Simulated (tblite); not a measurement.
Ba, singlet (GFN-xTB shapes and energies of metal compounds can be far from the true ones); GFN1-xTB (tblite).

Input for tblite:
```
$ tblite run mol.xyz --method gfn1 --charge 0 --spin 0 --efield 0,0,0.1 --json tblite.json --no-restart

# file mol.xyz
1

Ba     0.00000000     0.00000000     0.00000000
```

It wrote (shortened):

```
xTB calculator
 | screened Coulomb repulsion
 | Coulomb electrostatics
 |  * isotropic Klopman-Ohno-Mataga-Nishimoto electrostatics
 |  * onsite third-order electrostatics
 | DFT-D3(BJ) dispersion correction
 | Interactions (1)
 | [1] electric field

halogen bonding energy    0.0000000000000E+00 Eh
repulsion energy          0.0000000000000E+00 Eh
dispersion energy         0.0000000000000E+00 Eh
interaction energy        0.0000000000000E+00 Eh
number of electrons       2.0000000000000E+00 e
integral cutoff           4.0000000000000E+01 bohr

------------------------------------------------------------
  cycle        total energy    energy error   density error
------------------------------------------------------------
      1    -0.4743397524026  -4.7433975E-01   3.3707552E-02
      2    -0.4743397524463  -4.3697601E-11   2.0212080E-02
      3    -0.4743397524708  -2.4456936E-11   1.2717885E-06
------------------------------------------------------------

electronic energy        -4.7433975247076E-01 Eh
total energy             -4.7433975247076E-01 Eh

Post processing:
 | Mayer-Wiberg bond orders

[Info] JSON dump of results written to 'tblite.json'
```
